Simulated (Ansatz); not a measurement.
The cluster B8⁻, relaxed as a doublet with UKS PBE-D4/def2-SVPD in Ansatz, starting from the GFN1-xTB geometry. Force threshold 0.02 eV/Å.

The structure comes from a short search, and lower isomers may exist.

Start:

Cartesian coordinates in Å:
```
B -1.7484 -0.3138 -0.2174
B -1.2078 -0.5016 1.2279
B -0.0597 0.3546 0.0725
B -0.9766 0.0951 -1.5034
B 0.2573 -0.3739 1.7324
B 0.5432 0.3794 -1.6622
B 1.5310 0.0183 0.9325
B 1.6611 0.3418 -0.5823
```

Question: Estimate the energy that the relaxation releases and the steps that it takes.

Answer: 10.4 kcal/mol, in 6 steps; 18 s on 4 threads of Arm Neoverse V1 on a shared host. No frequencies were taken in this run, so the end may be a saddle point.

Question: Does the start keep its bonding and symmetry?

Answer: By distances, no bond broke or formed. The bond that changes most is B2–B3, from 1.84 to 1.79 Å (atoms count from 1). Point group C7v at the start, Cs at the end, both within 0.05 Å.

Question: Predict the relaxed structure.

Answer: 
```xyz
8

B    -1.7751   -0.2500   -0.2303
B    -1.2074   -0.4604    1.2352
B    -0.0001    0.0009    0.0004
B    -1.0078    0.1400   -1.5196
B     0.2723   -0.3154    1.7664
B     0.5171    0.4309   -1.6660
B     1.5440    0.0606    0.9704
B     1.6570    0.3935   -0.5564
```
Bond lengths: 14 × B–B 1.55 to 1.83 Å.
